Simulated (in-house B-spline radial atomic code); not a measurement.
# RPA and G0W0 on HSE06: Cd VIII (Cd7+)

Configuration [Kr] 4d5, highest spin, mean-field start HSE06. Computed with a B-spline radial code for spherical atoms: all electrons, scalar-relativistic (spin-free one-electron X2C), finite nucleus, each spin shell either full or empty, empty states to l = 9 with an (l + 1/2)⁻⁴ tail; G0W0 by contour deformation at full frequency.

Command:
```bash
python run_gw.py task.json out
```
Settings (radii: box in bohr, nucleus in fm):
```
Z                        48
electrons                41
configuration            [Kr] 4d5
hamiltonian              x2c
method                   hse06
lmax                     9
rms_radius               4.6087
spin_polarised           True
box_radius               8.41
intervals                66
```

Run time, properties included: 7.9 s on 1 thread of AMD EPYC 7R43 64-Core Processor, on a shared host.

Energies (hartree):

| term | value |
| --- | --- |
| mean-field total | -5579.65874 |
| Hartree-Fock functional on these orbitals | -5577.82633 |
| direct second order | -3.4726 |
| second-order exchange | 0.99889 |
| SOSEX correction | 0.94393 |

Task: What is the RPA correlation energy, and what remains with SOSEX?

Result: RPA gives -3.1349 hartree (-2.08 eV per electron); RPA + SOSEX gives -2.191, and the second-order doubles -2.4737 hartree (no singles). SOSEX takes back 30 % of the RPA value.

Quasi-particle levels (eV):

| level | occupied | mean field | Σx - vxc | Σc | QP weight | G0W0 |
| --- | --- | --- | --- | --- | --- | --- |
| 4d up | yes | -123.77 | -8.08 | ? | ? | ? |
| 4p down | yes | -179.07 | -8.23 | -0.49 | 0.961 | -187.80 |
| 4d down | no | -113.27 | 10.44 | -3.84 | 0.969 | -106.67 |

G0W0 = mean field + (Σx - vxc) + Σc, with Σc (partial-wave tail included) taken at the quasi-particle energy. Only the outer levels were computed. Levels of low weight are left out.

Task: Where does G0W0 put 4d up?

Result: At -132.01 eV, with Σc = -0.17 eV and a quasi-particle weight of 0.969. The tabulated removal energy is 130.1 ± 2.1 eV (NIST, tabulated theory); the calculation leaves out spin-orbit coupling, Breit and QED terms, and what these don't explain is the method's own error.
